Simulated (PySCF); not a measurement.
Finite-field polarisability of Ar (argon, neutral)

[Ar], closed-shell 1S. Calculation: PySCF 2.14, in dyall-av2z (13s9p2d, 50 functions); no relativity, point nucleus. Frozen: [Ne]. Energy changes in a uniform field (μhartree):

| axis | F (au) | HF | MP2 | CCSD | CCSD(T) |
| --- | --- | --- | --- | --- | --- |
| x | 0.0046 | -99.011 | -100.576 | -100.882 | -101.297 |
| x | 0.0092 | -396.105 | -402.377 | -403.602 | -405.265 |

(1) Derive α along x at CCSD(T) from the two fields.

(2) And the mean polarisability at each level?

CCSD(T) lies more than 5 % below the reference, which points to too few diffuse and polarisation functions.

A double-zeta set is small for polarisabilities.

Answers

(1) With ΔE = −αF²/2 − γF⁴/24, α = −(16 ΔE(F) − ΔE(2F))/(6F²) = 9.574 bohr³.

(2) HF 9.358, MP2 9.506, CCSD 9.535, CCSD(T) 9.574 bohr³. Reference: 11.083 ± 0.007 bohr³ (recommended; Schwerdtfeger and Nagle, table of static dipole polarizabilities (2023 update)).
